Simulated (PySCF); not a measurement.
A structure optimised at B3LYP-D3(BJ)/def2-SVP, used in a PySCF frequency run:

```xyz
11

B     -0.4755    -1.0804     0.0000
H     -1.6846    -0.9265     0.0000
C      0.1531    -2.5158     0.0000
H     -0.2057    -3.0829     0.8783
H     -0.2057    -3.0829    -0.8783
H      1.2537    -2.5159     0.0000
O      0.3142     0.0242     0.0000
Si     0.0009     1.6756     0.0000
H     -1.4685     1.9259     0.0000
H      0.6219     2.2634     1.2165
H      0.6219     2.2634    -1.2165
```
Charge 0, spin multiplicity 1.

Task: Write its SMILES, formula and point group.

Result: CBO[SiH3], CH₇BOSi, Cs

Task: What are its rotational constants (standard atomic weights)?

Result: 30.970, 2.3789, 2.3005 GHz
